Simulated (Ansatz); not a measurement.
Two isomers of C2H5BO: A = `B/C=C/O`, B = `BCC=O`.

Computed with Ansatz on PBE0-D4/def2-TZVP structures; ΔE is electronic, products minus reactants. CCSD(T)/CBS adds triple-zeta CCSD(T) − MP2 to the extrapolated MP2 energy (def2 sets, frozen cores). This one scheme is used for every species. Functionals use def2-TZVPP. B3LYP here is the variant with VWN-RPA as its local correlation; programs differ in this. Each species was taken in one conformer, which may not be the lowest.

A:

```xyz
9

B     0.190   -1.101   -1.126
C     0.274    0.188   -0.345
C    -0.365    0.279    0.840
O    -0.400    1.328    1.658
H    -0.444   -2.014   -0.674
H     0.737   -1.237   -2.182
H     0.831    1.060   -0.690
H    -0.937   -0.552    1.242
H     0.115    2.049    1.277
```

B:

```xyz
9

B     0.834   -0.919   -0.410
C     0.184    0.480   -0.211
C    -0.981    0.488    0.723
O    -1.046    1.146    1.724
H     1.970   -1.010   -0.769
H     0.182   -1.912   -0.266
H    -0.214    0.635   -1.234
H     0.877    1.296    0.002
H    -1.807   -0.203    0.442
```

Task: Which isomer does CCSD(T)/CBS put lower? Give the gap. (An estimate is asked.)

Result: The calculation gave: A, by 2.4 kcal/mol.

Task: Give E(B) − E(A) in kcal/mol with PBE0-D4, HF/def2-TZVPP, r2SCAN-D4, B2PLYP, MP2/def2-TZVPP, CCSD/def2-TZVPP, B3LYP-D4. (An estimate is asked.)

Result: Computed: PBE0-D4 3.3, HF/def2-TZVPP 0.1, r2SCAN-D4 3.6, B2PLYP 2.6, MP2/def2-TZVPP 2.3, CCSD/def2-TZVPP 1.3, B3LYP-D4 3.2. None reverses the order clearly.

Largest T1 diagnostic: 0.014.

In def2-TZVPP, CCSD(T) changes the Hartree–Fock value by +1.8 kcal/mol (the triples alone add +0.6 kcal/mol) and MP2 by +2.3 kcal/mol.
